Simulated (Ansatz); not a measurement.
Cost and result up the ladder for the cluster AlSi5 (6 atoms). Total charge 0; doublet. Geometry: r2SCAN-D4/def2-SVP.

```xyz
6

Al   -0.2872   -0.4806    1.3416
Si   -2.6010    0.0044    0.5616
Si   -0.9636    0.8233   -0.7738
Si    1.5714   -2.0179    0.7290
Si    1.2980   -0.2638   -0.6767
Si    0.9823    1.9346   -1.1817
```

Ansatz on 4 threads of AMD EPYC 9B14 on a shared host. Times are rough, and most runs start from the orbitals of an earlier one. B3LYP-D4/def2-TZVP serves as the yardstick here, not as an exact answer. Differences are given only for rows in sets of like size (and for xTB, whose basis is part of the method), since another set adds its own error. Binding counts from free atoms at the same level (Al doublet, Si triplet; other spins of the atoms weren't run), without zero-point energy or a counterpoise term.

B3LYP takes the VWN-RPA correlation. Correlated methods freeze 30 core orbitals. Another isomer (doublet) lies 2.07 eV lower at PBE0-D4/def2-TZVP; other spin states weren't run for this one.

Run but left out: B2PLYP/def2-TZVP, CCSD(T)/def2-TZVP (⟨S²⟩ 0.92 to 1.57, where a pure state has 0.75).

Correlated methods converge slowly with the basis.

```csv
level,functions,wall time,binding energy per atom (eV),difference from B3LYP-D4/def2-TZVP (eV),remarks
PBE-D4/def2-SVP,108,1.7 s,3.07,–,–
PBE0-D4/def2-SVP,108,2.5 s,2.91,–,–
PBE-D4/def2-TZVP (with forces),222,4.1 s,3.10,0.32,–
RPA@PBE/def2-TZVP,222,6 s,2.48,-0.30,–
B3LYP-D4/def2-TZVP,222,8 s,2.78,0.00,–
PBE0-D4/def2-TZVP,222,8.5 s,2.96,0.18,spin-contaminated (⟨S²⟩ 0.83)
r2SCAN-D4/def2-TZVP,222,11 s,3.01,0.23,spin-contaminated (⟨S²⟩ 0.83)
r2SCAN0-D4/def2-TZVP,222,29 s,2.88,0.10,spin-contaminated (⟨S²⟩ 0.91)
```
